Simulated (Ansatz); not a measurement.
Total energies of C2H4ClNSi, SMILES `C=C1N[SiH]1Cl`.

Z-matrix (Å, degrees):
```
Si
Cl 1 2.036
C 1 1.802 2 122.1
N 1 1.688 2 120.8 3 -56.3
H 1 1.473 2 107.5 3 161.0
C 3 1.325 1 161.1 2 68.3
H 4 1.007 1 156.8 2 -45.3
H 6 1.081 3 120.2 1 9.6
H 6 1.085 3 121.8 1 -170.3
```

The species carries charge 0 and has multiplicity 1. The geometry is a stationary point of PBE0-D4/def2-TZVP. Basis def2-TZVPP, Ansatz.

RPA on PBE orbitals: Hartree–Fock energy of these orbitals -880.95571 Eh, correlation -1.34676 Eh (frozen core).

```
             functional  energy without D4 (Eh)  D4 term (kJ/mol)
            LDA (SPW92)              -879.32767                 –
                    PBE              -882.63421             -21.6
                 revPBE              -882.95498             -63.7
                   BLYP              -883.08155             -47.4
                 r2SCAN              -883.00526              -5.2
                  B3LYP              -883.17303             -35.0
                r2SCANh              -882.99455              -5.6
HSE06 (plane-wave form)              -882.68471             -17.1
                  BHLYP              -883.05267             -27.4
              CAM-B3LYP              -883.08621             -18.7
                ωB97X-V              -882.97991                 –
                ωB97M-V              -883.04251                 –
                 B2PLYP              -882.77350                 –
               PBE-QIDH              -882.51368                 –
```

Task: Give the same for B97M-V, PBE0, r2SCAN0, LC-ωPBE. (Estimate.)

Result: Ansatz gave: 
```tsv
functional	energy without D4 (Eh)	D4 term (kJ/mol)
B97M-V	-882.93976	–
PBE0	-882.70600	-18.3
r2SCAN0	-882.97962	-6.2
LC-ωPBE	-882.82481	–
```

B3LYP takes the VWN-RPA correlation (the form of Gaussian; ORCA's B3LYP/G). HSE06 is the plane-wave form, built on full-range PBE exchange. The double hybrids freeze the cores in their second-order part.

LC-ωPBE has ω = 0.4 bohr⁻¹.
